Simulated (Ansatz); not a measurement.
Reaction (formal hydrolysis of the Nb–N bond): `[NH]=[Nb]([NH2])([NH2])[OH]` + H₂O → `[NH]=[Nb]([NH2])([OH])[OH]` + NH₃

Computed with Ansatz on PBE0-D4/def2-TZVP structures; ΔE is electronic, products minus reactants. CBS: MP2 limit from def2 TZ/QZ plus the TZ coupled-cluster correction, frozen cores. This one scheme is used for every species. DFT in def2-TZVPP. def2 core potentials past Kr. For Nb outer-core shells are correlated without core-valence functions, which leaves a few kJ/mol of doubt a bond. One conformer a species, not always the lowest.

Q: Is it downhill or uphill in electronic energy at CCSD(T)/CBS, and by how much? (An estimate is asked.)

A: The calculation gave: Downhill: ΔE = -51.0 kJ/mol.

Q: What do these levels give: PBE-D4, BLYP-D4, CAM-B3LYP-D4, ωB97M-V, PBE, r2SCAN0, HF/def2-SVP, MP2/def2-SVP, HF/def2-TZVPP, MP2/def2-QZVPP, MP2/CBS(def2), CCSD/CBS(def2)? (Estimate.)

A: Computed: PBE-D4 -55.6, BLYP-D4 -57.4, CAM-B3LYP-D4 -59.3, ωB97M-V -57.1, PBE -57.6, r2SCAN0 -57.9, HF/def2-SVP -63.3, MP2/def2-SVP -58.8, HF/def2-TZVPP -61.8, MP2/def2-QZVPP -49.9, MP2/CBS(def2) -49.2, CCSD/CBS(def2) -51.8 kJ/mol.

Largest T1 diagnostic among the species: 0.021, so the coupled-cluster value is less sure than usual.

At CCSD(T), def2-SVP lies −8.2 kJ/mol from the extrapolated value and def2-TZVPP −2.4 kJ/mol. In def2-TZVPP, CCSD(T) changes the Hartree–Fock value by +8.5 kJ/mol (the triples alone add +0.8 kJ/mol) and MP2 by +10.3 kJ/mol.
